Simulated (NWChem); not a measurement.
Species: CsCl; SMILES [Cs][Cl]

```xyz
2

Cs     0.0000     0.0000    -0.7098
Cl     0.0000     0.0000     2.2303
```
Atoms are numbered in this order, from 1.

All runs use the structure optimised with PBE-D3(BJ)/def2-SVP. def2 effective core potentials on Cs; no spin-orbit coupling.

List the 4 lowest vertical singlet excitations from PBE0/def2-TZVPD with def2 effective core potentials on Cs, TDA (NWChem).


```csv
state,energy (eV),oscillator strength,leading excitation (squared amplitude)
S1,4.07,0.007,HOMO → LUMO (0.98)
S2,4.07,0.007,HOMO−1 → LUMO (0.98)
S3,4.18,0.052,HOMO−2 → LUMO (0.97)
S4,5.30,0.009,HOMO → LUMO+2 (0.40)
```
